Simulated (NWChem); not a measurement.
**Total energies of Zn**

```xyz
1

Zn     0.0000     0.0000     0.0000
```
Charge 0, spin multiplicity 1.

All runs are NWChem calculations.

Basis set: 3-21G (27 functions).

```
method   total energy (Ha)
-------  -----------------
RHF            -1768.94847
MP2            -1769.13506
B2PLYP         -1770.11329
PBE            -1770.16452
B3LYP          -1770.50554
BLYP           -1770.51400
CCSD(T)        -1769.13374
```

Total energies of different functionals aren't comparable as a measure of quality: only differences taken within one method are. 

The correlated methods keep 9 core orbitals frozen. B3LYP has NWChem's definition, with VWN1-RPA local correlation. Coupled-cluster values serve here as a point of comparison, not as the truth.
